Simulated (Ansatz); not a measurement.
Li3Sn2⁺, relaxed as a singlet with RKS PBE0-D4/def2-TZVP in Ansatz, starting from the PBE0-D4/def2-TZVP geometry of the neutral doublet. Force threshold 0.02 eV/Å.

In the def2 sets Sn takes a core potential; there is no spin–orbit coupling. The structure comes from a short search, and lower isomers may exist.

Start:

```csv
atom,x (Å),y (Å),z (Å)
Li1,1.6489,0.6003,-0.3748
Li2,-1.1294,1.2615,0.5880
Li3,-0.8764,-0.1730,-2.3893
Sn4,-0.3297,-1.3521,-0.0565
Sn5,0.6866,-0.3367,2.2326
```

```csv
step,energy (eV),largest force component (eV/Å),SCF passes
1,-12272.5871,0.589,18
2,-12272.8516,0.243,29
3,-12272.9709,0.268,27
4,-12273.0562,0.135,26
5,-12273.1103,0.067,23
6,-12273.1395,0.054,23
7,-12273.1466,0.074,24
8 (rejected),-12273.1462,0.069,24
9,-12273.1474,0.030,25
10,-12273.1475,0.003,17
```

Force components are those of the run's own axes.

End:

```xyz
5

Li    2.271    0.683    0.059
Li   -1.278    1.527    1.289
Li   -1.254   -1.033   -2.908
Sn   -0.297   -0.597   -0.448
Sn    0.558   -0.581    2.008
```

By distances, no bond broke or formed. The bond that changes most is Li1–Sn4, from 2.80 to 2.91 Å (atoms count from 1).

No frequencies were taken in this run, so the end may be a saddle point.

It took 37 s on 2 threads of Arm Neoverse V2 on a shared host.
